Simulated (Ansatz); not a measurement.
Consider the atomization: `O[B-]1(F)OC(C(F)(F)F)=CC(C(F)(F)F)=[O+]1` → B• + 5 C• + 7 F• + 2 H• + 3 O•.

Isolated molecules relaxed with PBE0-D4/def2-TZVP in Ansatz; ΔE leaves out vibrations. CBS: MP2 limit from def2 TZ/QZ plus the TZ coupled-cluster correction, frozen cores. This one scheme is used for every species, atoms too. DFT in def2-TZVPP. Open shells (•) are unrestricted, without spin–orbit coupling. Spin–orbit coupling would lower the free atoms: a little for B, C, F, O. Each species was taken in one conformer, which may not be the lowest.

`O[B-]1(F)OC(C(F)(F)F)=CC(C(F)(F)F)=[O+]1`:

Cartesian coordinates in Å:
```
O -1.819 1.937 -0.342
B -0.859 1.296 -1.110
F -0.704 1.661 -2.404
O 0.510 1.455 -0.412
C 0.966 0.599 0.394
C 2.225 1.052 1.134
F 2.642 0.119 1.987
F 3.200 1.292 0.264
F 1.978 2.163 1.815
C 0.430 -0.662 0.590
C -0.618 -1.002 -0.248
C -1.205 -2.414 -0.256
F -0.620 -3.182 0.661
F -2.506 -2.368 0.003
F -1.026 -2.972 -1.448
O -1.149 -0.222 -1.085
H -2.298 2.607 -0.832
H 0.853 -1.362 1.290
```

**Question.** What is ΔE at CCSD(T)/CBS? (Best estimate.)

**Answer.** Computed: +8431.2 kJ/mol.

**Question.** What do these levels give: LDA (SPW92), PBE-D4, revPBE-D4, PBE0-D4, r2SCANh-D4, r2SCAN0-D4, BLYP, r2SCAN0, SCS-MP2/def2-TZVPP, CCSD/def2-TZVPP, CCSD(T)/def2-TZVPP, HF/def2-QZVPP? (Estimate.)

**Answer.** Computed: LDA (SPW92) 10331.3, PBE-D4 8912.4, revPBE-D4 8552.8, PBE0-D4 8550.9, r2SCANh-D4 8450.7, r2SCAN0-D4 8274.7, BLYP 8416.0, r2SCAN0 8257.7, SCS-MP2/def2-TZVPP 8368.0, CCSD/def2-TZVPP 7982.5, CCSD(T)/def2-TZVPP 8195.1, HF/def2-QZVPP 5759.9 kJ/mol.

Largest T1 diagnostic among the species: 0.015.

At CCSD(T), def2-SVP lies −353.4 kJ/mol from the extrapolated value and def2-TZVPP −236.1 kJ/mol: correlation converges slowly with the basis, and small sets miss more of it in the bonded molecule than in its fragments. From BLYP to BHLYP (50 % exact exchange), in def2-TZVPP and without D4, ΔE moves by −533.4 kJ/mol: exact exchange takes away binding that semilocal exchange gives to molecules. Leaving LDA and LC-ωPBE aside and taking each functional with its dispersion term where it has one, the values, not all of them listed here, spread over 970.9 kJ/mol, from BHLYP-D4 to PBE-D4. LDA lies +1471.8 kJ/mol from PBE without D4, its usual overbinding.

For atomizations the MP2-based limit and the directly extrapolated one differ by several kJ/mol either way, and by 10 to 25 for some Ge, Se and Sn compounds, so smaller differences from it don't rank the levels.
